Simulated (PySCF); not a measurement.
Electrostatic solvation of a mixed set.

All values: CAM-B3LYP/def2-SVPD (PySCF, non-relativistic), each on one gas-phase PBE0-D3(BJ)/def2-SVP geometry that isn't relaxed in the solvent. The solvent is an IEF-PCM continuum (cavity from Bondi-type radii × 1.2). Specific hydrogen bonds and non-electrostatic terms are outside this model.

Task: Order them by E(solvent) − E(gas) in chloroform (ε = 4.711), most negative first (kcal/mol).
A. `[NH2:1][SiH2:2][CH2:3][CH2:4][SiH2:5][OH:6]` with H–N1–Si2–C3 -64° and 168°, N1–Si2–C3–C4 -70°, Si2–C3–C4–Si5 69°, C3–C4–Si5–O6 -67°, C4–Si5–O6–H 53°
B. `[CH3:1][O:2][C@H:3]([SiH3:4])[SiH2:5][NH2:6]` with C1–O2–C3–Si4 -86°, O2–C3–Si5–N6 -51°, C3–Si5–N6–H -178° and 46°
C. `[CH3:1][CH2:2][O:3][SiH2:4][NH:5][SiH3:6]` with C1–C2–O3–Si4 -177°, C2–O3–Si4–N5 176°, O3–Si4–N5–Si6 -3°
D. `[CH3:1][CH2:2][O:3][SiH2:4][SiH2:5][NH2:6]` with C1–C2–O3–Si4 82°, C2–O3–Si4–Si5 171°, O3–Si4–Si5–N6 -174°, Si4–Si5–N6–H -167° and 55°

Result: A (-4.7), D (-3.2), B (-3.0), C (-2.0).

| SMILES | charge | ΔE (kcal/mol) | polarisation term (kcal/mol) | HOMO shift (eV) | dipole gas (D) | dipole solvent (D) | atoms | lowest singlet, gas (eV) | lowest singlet, solvent (eV) |
| --- | --- | --- | --- | --- | --- | --- | --- | --- | --- |
| N[SiH2]CC[SiH2]O | 0 | -4.7 | -5.3 | +0.07 | 3.19 | 3.79 | 17 | 6.81 | 6.90 |
| CCO[SiH2][SiH2]N | 0 | -3.2 | -3.5 | +0.03 | 1.06 | 1.39 | 17 | 5.80 | 5.84 |
| CO[C@H]([SiH3])[SiH2]N | 0 | -3.0 | -3.2 | +0.07 | 1.27 | 1.52 | 17 | 6.30 | 6.31 |
| CCO[SiH2]N[SiH3] | 0 | -2.0 | -2.2 | +0.03 | 1.21 | 1.49 | 17 | 6.36 | 6.44 |

The polarisation term is half the interaction of the solute with the induced surface charges. Singlets are vertical TDDFT energies (frozen core, non-equilibrium response), the lowest in each medium.
